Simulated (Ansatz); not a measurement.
Ansatz (a program for electronic structure) input (HF/3-21G): The .json file is the Basis Set Exchange's 3-21G.

Ansatz 0.2 input:
```yaml
crystal:
  periodic: [false, false, false]
  atoms:
    - {symbol: C, position_ang: [2.85124218, 0.21585681, -0.40438609]}
    - {symbol: C, position_ang: [1.54897244, 0.03134980, 0.28797862]}
    - {symbol: O, position_ang: [1.21001244, -0.17321115, 1.39313339]}
    - {symbol: O, position_ang: [0.40167620, 0.13263557, -0.66100241]}
    - {symbol: Ge, position_ang: [-1.38770100, -0.06182231, -0.05865362]}
    - {symbol: H, position_ang: [2.89735228, 1.19526949, -0.86711631]}
    - {symbol: H, position_ang: [2.98746376, -0.54758574, -1.16207584]}
    - {symbol: H, position_ang: [3.64211678, 0.13315507, 0.32589729]}
    - {symbol: H, position_ang: [0.61472611, 0.30160995, -1.59434957]}
    - {symbol: H, position_ang: [-2.06193235, 0.13146884, -1.40675204]}
    - {symbol: H, position_ang: [-1.54973501, 1.07338332, 0.92637359]}
    - {symbol: H, position_ang: [-1.41835649, -1.46762191, 0.49633574]}
basis:
  gaussian:
    orbitals: 3-21G.json
hamiltonian:
  xc: {name: HF}
total_charge: 1
phonons: {temperatures: {t_min: 298.15, t_max: 298.15, t_step: 100}}
```

Output:

```
Functional definition: HF
integrals: 0.02 GiB planned
829 factors; integrals over basis functions are off by at most 5.4e-4 eV
mean field: 0.24 GiB planned
mean field evaluation 1: about -62401.5755 eV, gradient 4.9e1 eV
mean field evaluation 2: about -62401.8142 eV, gradient 4.9e1 eV
mean field evaluation 4: about -62406.4636 eV, gradient 4.5e0 eV
mean field evaluation 8: about -62406.5480 eV, gradient 6.3e-1 eV
mean field -62406.55162662 eV, -2293.3984715984 hartree, gradient 1.8e-5 eV, S^2 0.000000; 0 other end points of the search recorded, 0 dependent functions left out
the calculation of the forces begins
reference -62406.55162662 eV, -2293.3984715984 hartree; 33, 33 occupied and 40, 40 virtual orbitals, 829 factors
these checks for a lower state are left out or cut short: stability, starts, cluster_reference, orbital_swaps, neighbouring_geometries, increment
integrals: 0.02 GiB planned
829 factors; integrals over basis functions are off by at most 5.4e-4 eV
mean field: 0.24 GiB planned
mean field evaluation 16: about -62406.2413 eV, gradient 1.1e0 eV
mean field -62406.55144106 eV, -2293.3984647792 hartree, gradient 2.7e-6 eV, S^2 0.000000; 0 other end points of the search recorded, 0 dependent functions left out
the calculation of the forces begins
reference -62406.55144106 eV, -2293.3984647792 hartree; 33, 33 occupied and 40, 40 virtual orbitals, 829 factors
these checks for a lower state are left out or cut short: stability, starts, cluster_reference, orbital_swaps, neighbouring_geometries, increment
integrals: 0.02 GiB planned
829 factors; integrals over basis functions are off by at most 5.4e-4 eV
mean field: 0.24 GiB planned
mean field evaluation 32: about -62406.5514 eV, gradient 1.1e-4 eV
mean field -62406.55142785 eV, -2293.3984642938 hartree, gradient 2.7e-6 eV, S^2 0.000000; 0 other end points of the search recorded, 0 dependent functions left out
the calculation of the forces begins
reference -62406.55142785 eV, -2293.3984642938 hartree; 33, 33 occupied and 40, 40 virtual orbitals, 829 factors
these checks for a lower state are left out or cut short: stability, starts, cluster_reference, orbital_swaps, neighbouring_geometries, increment
integrals: 0.02 GiB planned
829 factors; integrals over basis functions are off by at most 5.4e-4 eV
mean field: 0.24 GiB planned
mean field -62406.55145059 eV, -2293.3984651294 hartree, gradient 2.7e-6 eV, S^2 0.000000; 0 other end points of the search recorded, 0 dependent functions left out
the calculation of the forces begins
reference -62406.55145059 eV, -2293.3984651294 hartree; 33, 33 occupied and 40, 40 virtual orbitals, 829 factors
these checks for a lower state are left out or cut short: stability, starts, cluster_reference, orbital_swaps, neighbouring_geometries, increment
integrals: 0.02 GiB planned
829 factors; integrals over basis functions are off by at most 5.4e-4 eV
mean field: 0.24 GiB planned
mean field -62406.55145014 eV, -2293.3984651127 hartree, gradient 2.7e-6 eV, S^2 0.000000; 0 other end points of the search recorded, 0 dependent functions left out
the calculation of the forces begins
reference -62406.55145014 eV, -2293.3984651127 hartree; 33, 33 occupied and 40, 40 virtual orbitals, 829 factors
these checks for a lower state are left out or cut short: stability, starts, cluster_reference, orbital_swaps, neighbouring_geometries, increment
integrals: 0.02 GiB planned
829 factors; integrals over basis functions are off by at most 5.4e-4 eV
mean field: 0.24 GiB planned
mean field -62406.55130098 eV, -2293.3984596314 hartree, gradient 2.6e-6 eV, S^2 0.000000; 0 other end points of the search recorded, 0 dependent functions left out
the calculation of the forces begins
reference -62406.55130098 eV, -2293.3984596314 hartree; 33, 33 occupied and 40, 40 virtual orbitals, 829 factors
these checks for a lower state are left out or cut short: stability, starts, cluster_reference, orbital_swaps, neighbouring_geometries, increment
integrals: 0.02 GiB planned
829 factors; integrals over basis functions are off by at most 5.4e-4 eV
mean field: 0.24 GiB planned
mean field evaluation 64: about -62406.2409 eV, gradient 1.0e0 eV
mean field -62406.55129960 eV, -2293.3984595806 hartree, gradient 2.7e-6 eV, S^2 0.000000; 0 other end points of the search recorded, 0 dependent functions left out
the calculation of the forces begins
reference -62406.55129960 eV, -2293.3984595806 hartree; 33, 33 occupied and 40, 40 virtual orbitals, 829 factors
these checks for a lower state are left out or cut short: stability, starts, cluster_reference, orbital_swaps, neighbouring_geometries, increment
integrals: 0.02 GiB planned
829 factors; integrals over basis functions are off by at most 5.4e-4 eV
mean field: 0.24 GiB planned
[...]
mean field: 0.24 GiB planned
mean field evaluation 320: about -62406.5494 eV, gradient 1.0e0 eV
mean field -62406.55161165 eV, -2293.3984710483 hartree, gradient 2.7e-6 eV, S^2 0.000000; 0 other end points of the search recorded, 0 dependent functions left out
the calculation of the forces begins
reference -62406.55161165 eV, -2293.3984710483 hartree; 33, 33 occupied and 40, 40 virtual orbitals, 829 factors
these checks for a lower state are left out or cut short: stability, starts, cluster_reference, orbital_swaps, neighbouring_geometries, increment
integrals: 0.02 GiB planned
829 factors; integrals over basis functions are off by at most 5.4e-4 eV
mean field: 0.24 GiB planned
mean field -62406.55161209 eV, -2293.3984710643 hartree, gradient 2.7e-6 eV, S^2 0.000000; 0 other end points of the search recorded, 0 dependent functions left out
the calculation of the forces begins
reference -62406.55161209 eV, -2293.3984710643 hartree; 33, 33 occupied and 40, 40 virtual orbitals, 829 factors
these checks for a lower state are left out or cut short: stability, starts, cluster_reference, orbital_swaps, neighbouring_geometries, increment
integrals: 0.02 GiB planned
829 factors; integrals over basis functions are off by at most 5.4e-4 eV
mean field: 0.24 GiB planned
mean field -62406.55157938 eV, -2293.3984698621 hartree, gradient 2.7e-6 eV, S^2 0.000000; 0 other end points of the search recorded, 0 dependent functions left out
the calculation of the forces begins
reference -62406.55157938 eV, -2293.3984698621 hartree; 33, 33 occupied and 40, 40 virtual orbitals, 829 factors
these checks for a lower state are left out or cut short: stability, starts, cluster_reference, orbital_swaps, neighbouring_geometries, increment
integrals: 0.02 GiB planned
829 factors; integrals over basis functions are off by at most 5.4e-4 eV
mean field: 0.24 GiB planned
mean field evaluation 352: about -62406.5516 eV, gradient 1.1e-4 eV
mean field -62406.55157800 eV, -2293.3984698117 hartree, gradient 2.7e-6 eV, S^2 0.000000; 0 other end points of the search recorded, 0 dependent functions left out
the calculation of the forces begins
reference -62406.55157800 eV, -2293.3984698117 hartree; 33, 33 occupied and 40, 40 virtual orbitals, 829 factors
these checks for a lower state are left out or cut short: stability, starts, cluster_reference, orbital_swaps, neighbouring_geometries, increment
integrals: 0.02 GiB planned
829 factors; integrals over basis functions are off by at most 5.4e-4 eV
mean field: 0.24 GiB planned
mean field -62406.55161457 eV, -2293.3984711553 hartree, gradient 2.7e-6 eV, S^2 0.000000; 0 other end points of the search recorded, 0 dependent functions left out
the calculation of the forces begins
reference -62406.55161457 eV, -2293.3984711553 hartree; 33, 33 occupied and 40, 40 virtual orbitals, 829 factors
these checks for a lower state are left out or cut short: stability, starts, cluster_reference, orbital_swaps, neighbouring_geometries, increment
integrals: 0.02 GiB planned
829 factors; integrals over basis functions are off by at most 5.4e-4 eV
mean field: 0.24 GiB planned
mean field -62406.55161492 eV, -2293.3984711684 hartree, gradient 2.7e-6 eV, S^2 0.000000; 0 other end points of the search recorded, 0 dependent functions left out
the calculation of the forces begins
reference -62406.55161492 eV, -2293.3984711684 hartree; 33, 33 occupied and 40, 40 virtual orbitals, 829 factors
these checks for a lower state are left out or cut short: stability, starts, cluster_reference, orbital_swaps, neighbouring_geometries, increment
integrals: 0.02 GiB planned
829 factors; integrals over basis functions are off by at most 5.4e-4 eV
mean field: 0.24 GiB planned
mean field -62406.55161976 eV, -2293.3984713462 hartree, gradient 2.7e-6 eV, S^2 0.000000; 0 other end points of the search recorded, 0 dependent functions left out
the calculation of the forces begins
reference -62406.55161976 eV, -2293.3984713462 hartree; 33, 33 occupied and 40, 40 virtual orbitals, 829 factors
these checks for a lower state are left out or cut short: stability, starts, cluster_reference, orbital_swaps, neighbouring_geometries, increment
integrals: 0.02 GiB planned
829 factors; integrals over basis functions are off by at most 5.4e-4 eV
mean field: 0.24 GiB planned
mean field evaluation 384: about -62406.2438 eV, gradient 1.9e-3 eV
mean field -62406.55161956 eV, -2293.3984713387 hartree, gradient 2.7e-6 eV, S^2 0.000000; 0 other end points of the search recorded, 0 dependent functions left out
the calculation of the forces begins
reference -62406.55161956 eV, -2293.3984713387 hartree; 33, 33 occupied and 40, 40 virtual orbitals, 829 factors
these checks for a lower state are left out or cut short: stability, starts, cluster_reference, orbital_swaps, neighbouring_geometries, increment
integrals: 0.02 GiB planned
829 factors; integrals over basis functions are off by at most 5.4e-4 eV
mean field: 0.24 GiB planned
mean field -62406.55158974 eV, -2293.3984702429 hartree, gradient 2.7e-6 eV, S^2 0.000000; 0 other end points of the search recorded, 0 dependent functions left out
the calculation of the forces begins
reference -62406.55158974 eV, -2293.3984702429 hartree; 33, 33 occupied and 40, 40 virtual orbitals, 829 factors
these checks for a lower state are left out or cut short: stability, starts, cluster_reference, orbital_swaps, neighbouring_geometries, increment
integrals: 0.02 GiB planned
829 factors; integrals over basis functions are off by at most 5.4e-4 eV
mean field: 0.24 GiB planned
mean field -62406.55159029 eV, -2293.3984702632 hartree, gradient 2.7e-6 eV, S^2 0.000000; 0 other end points of the search recorded, 0 dependent functions left out
the calculation of the forces begins
reference -62406.55159029 eV, -2293.3984702632 hartree; 33, 33 occupied and 40, 40 virtual orbitals, 829 factors
these checks for a lower state are left out or cut short: stability, starts, cluster_reference, orbital_swaps, neighbouring_geometries, increment
integrals: 0.02 GiB planned
829 factors; integrals over basis functions are off by at most 5.4e-4 eV
mean field: 0.24 GiB planned
mean field evaluation 416: about -62406.5516 eV, gradient 1.1e-4 eV
mean field -62406.55159702 eV, -2293.3984705104 hartree, gradient 2.7e-6 eV, S^2 0.000000; 0 other end points of the search recorded, 0 dependent functions left out
the calculation of the forces begins
reference -62406.55159702 eV, -2293.3984705104 hartree; 33, 33 occupied and 40, 40 virtual orbitals, 829 factors
these checks for a lower state are left out or cut short: stability, starts, cluster_reference, orbital_swaps, neighbouring_geometries, increment
integrals: 0.02 GiB planned
829 factors; integrals over basis functions are off by at most 5.4e-4 eV
mean field: 0.24 GiB planned
mean field -62406.55159723 eV, -2293.3984705182 hartree, gradient 2.7e-6 eV, S^2 0.000000; 0 other end points of the search recorded, 0 dependent functions left out
the calculation of the forces begins
reference -62406.55159723 eV, -2293.3984705182 hartree; 33, 33 occupied and 40, 40 virtual orbitals, 829 factors
Total energy: -62406.55162662 eV, -2293.3984715984 hartree
Atom 0 at     2.851242     0.215857    -0.404386 Å, force     0.000127     0.000441    -0.002570 eV/Å
Atom 1 at     1.548972     0.031350     0.287979 Å, force    -0.000329    -0.000056     0.000232 eV/Å
Atom 2 at     1.210012    -0.173211     1.393133 Å, force    -0.000530    -0.000200     0.001019 eV/Å
Atom 3 at     0.401676     0.132636    -0.661002 Å, force     0.000621     0.000083    -0.000298 eV/Å
Atom 4 at    -1.387701    -0.061822    -0.058654 Å, force    -0.000145    -0.000056     0.000288 eV/Å
Atom 5 at     2.897352     1.195269    -0.867116 Å, force     0.000230    -0.000500     0.000236 eV/Å
Atom 6 at     2.987464    -0.547586    -1.162076 Å, force     0.000183     0.000416     0.000391 eV/Å
Atom 7 at     3.642117     0.133155     0.325897 Å, force    -0.000020    -0.000107     0.000624 eV/Å
Atom 8 at     0.614726     0.301610    -1.594350 Å, force    -0.000094    -0.000065     0.000357 eV/Å
Atom 9 at    -2.061932     0.131469    -1.406752 Å, force    -0.000107     0.000032    -0.000220 eV/Å
Atom 10 at    -1.549735     1.073383     0.926374 Å, force     0.000040    -0.000135    -0.000054 eV/Å
Atom 11 at    -1.418356    -1.467622     0.496336 Å, force     0.000025     0.000149    -0.000006 eV/Å
Dipole moment:     0.506626     0.174143    -0.874200 e Å
Vibrations: 101.82 146.78 164.22 183.66 305.71 555.12 559.89 575.40 595.79 680.42 684.92 783.03 948.75 951.01 955.20 1013.65 1211.51 1234.58 1387.08 1582.48 1616.36 1635.89 2080.32 2255.17 2283.12 2290.67 3211.72 3278.84 3324.09 3843.45 cm⁻¹, zero-point energy 2.507003 eV
```

The blocks after the first are displaced geometries, from whose forces the wavenumbers follow.

The dipole moment of an ion depends on the origin.
